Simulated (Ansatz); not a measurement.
AlBH₈Si₂ (`[SiH3][BH][AlH][SiH3]`), relaxed with RKS PBE-D4/def2-SVP in Ansatz from a rough embedded geometry. The force threshold is 0.03 eV/Å; the program also tests the step.

Charge 0, multiplicity 1.

Start:

```xyz
12

Si    0.943   -0.386    1.789
B    -0.909   -0.293    1.397
Al   -1.453    0.150   -0.515
Si    0.211    0.464   -2.244
H     1.624    0.908    1.550
H     1.131   -0.728    3.279
H     1.610   -1.461    1.012
H    -1.712   -0.504    2.191
H    -3.036    0.185   -0.929
H     1.016   -0.723   -2.288
H     1.019    1.626   -1.757
H    -0.443    0.762   -3.485
```

```tsv
step	energy (eV)	largest force (eV/Å)	largest move (Å)
1	-23134.9069	1.686	0.000
2	-23135.4038	0.561	0.193
3	-23135.4543	0.133	0.095
4	-23135.4605	0.065	0.045
5	-23135.4758	0.122	0.200
6	-23135.4837	0.080	0.052
7	-23135.5103	0.262	0.195
8	-23135.5445	0.455	0.198
9	-23135.5744	0.529	0.195
10	-23135.6250	0.350	0.199
11	-23135.6602	0.131	0.200
12	-23135.6850	0.152	0.195
13	-23135.6902	0.247	0.195
14	-23135.6987	0.234	0.111
15	-23135.7059	0.308	0.090
16	-23135.7131	0.114	0.060
17	-23135.7192	0.060	0.132
18	-23135.7212	0.042	0.059
19	-23135.7223	0.038	0.088
20	-23135.7225	0.024	0.014
```

End:

```xyz
12

Si    0.856   -0.189    2.327
B    -0.701   -0.705    1.152
Al   -1.299    0.457   -0.486
Si   -0.024    0.254   -2.599
H     1.228    1.273    2.297
H     0.716   -0.607    3.772
H     2.030   -0.951    1.745
H    -1.176   -1.805    1.393
H    -2.460    1.566   -0.402
H     0.670   -1.077   -2.756
H     1.051    1.318   -2.627
H    -0.892    0.467   -3.816
```

Hardware: 4 threads of an Arm Neoverse V1 on a shared host. Wall time 25 s, peak host memory 0.15 GiB.
